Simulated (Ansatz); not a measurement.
One change: `C[Si](O)(F)F` becomes `C[Si](F)(F)CO`.

Ansatz, PBE0-D4/def2-TZVP geometries, multiplicity 1. Each molecule was computed in one conformer, which needn't be the lowest.

```csv
property,`C[Si](O)(F)F`
"ideal-gas entropy at 298 K and 1 bar (rigid rotor, harmonic PBE0-D4/def2-TZVP) / J/(mol·K)",334
LUMO energy (ωB97M-V/def2-TZVPP) / eV,2.12
HOMO energy (PBE/def2-TZVPP) / eV,-8.18
HOMO energy (B3LYP/def2-TZVPP) / eV,-9.74
LUMO energy (PBE0/def2-TZVPP) / eV,0.68
size of the dipole moment (PBE/def2-TZVPP) / D,1.07
```

Task: What does the change do to each property? (Best estimate.)

Result: Computed: 
```csv
property,`C[Si](F)(F)CO`,shift
"ideal-gas entropy at 298 K and 1 bar (rigid rotor, harmonic PBE0-D4/def2-TZVP) / J/(mol·K)",371,37
LUMO energy (ωB97M-V/def2-TZVPP) / eV,2.20,0.08
HOMO energy (PBE/def2-TZVPP) / eV,-6.17,2.01
HOMO energy (B3LYP/def2-TZVPP) / eV,-7.52,2.22
LUMO energy (PBE0/def2-TZVPP) / eV,0.61,-0.07
size of the dipole moment (PBE/def2-TZVPP) / D,0.79,-0.28
```

With PBE0 the HOMO rises by 2.29 eV and the LUMO falls by 0.07 eV, so the gap narrows by about 2.36 eV. PBE moves the HOMO by 2.01 eV and ωB97M-V by 2.28 eV. The zero-point energy changes by 73.5 kJ/mol with +9 modes. Dipoles are sizes alone; their direction can turn.

B3LYP here is the variant with VWN-RPA as its local correlation; programs differ in this.
